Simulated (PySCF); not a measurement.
Sn(Cl)3(Et) (C2H5Cl3Sn), SMILES [CH2](C)[Sn]([Cl])([Cl])[Cl].

The structure is a stationary point at B3LYP-D3(BJ)/def2-SVP. The def2 effective core potentials stand for the cores of Sn; spin–orbit coupling is left out. The values are those of a single conformer.

Two levels are set side by side: TDDFT-PBE/def2-SVPD (PySCF) and TDDFT-M06-2X/def2-SVPD (PySCF). Vertical, same geometry. The lowest singlet is HOMO−1→LUMO 100 % with PBE and HOMO−1→LUMO 91 % with the other functional; states are paired by order. Differences are taken from unrounded values.

| quantity | TDDFT-M06-2X |
|---|---|
| lowest singlet excitation (eV) | 5.90 |
| lowest triplet excitation (TDA) (eV) | 4.95 |
| first bright state (f over 0.05) (eV) | 5.93 |
| its oscillator strength | 0.22 |

**Question.** What does TDDFT-PBE give, and how far is it from TDDFT-M06-2X? (The exact figures need the calculation; the answer reports its results.)

**Answer.** 
```csv
quantity,TDDFT-PBE,TDDFT-PBE minus TDDFT-M06-2X
lowest singlet excitation (eV),4.43,-1.47
lowest triplet excitation (TDA) (eV),3.93,-1.02
first bright state (f over 0.05) (eV),4.64,-1.29
its oscillator strength,0.09,-0.13
```

A lower first singlet is the usual sign of a functional without exact exchange. Differences between two approximate levels are no errors against the true value.

Rough cost on one machine, each run with all the roots and properties that it gave: TDDFT-M06-2X against TDDFT-PBE about 20 times.
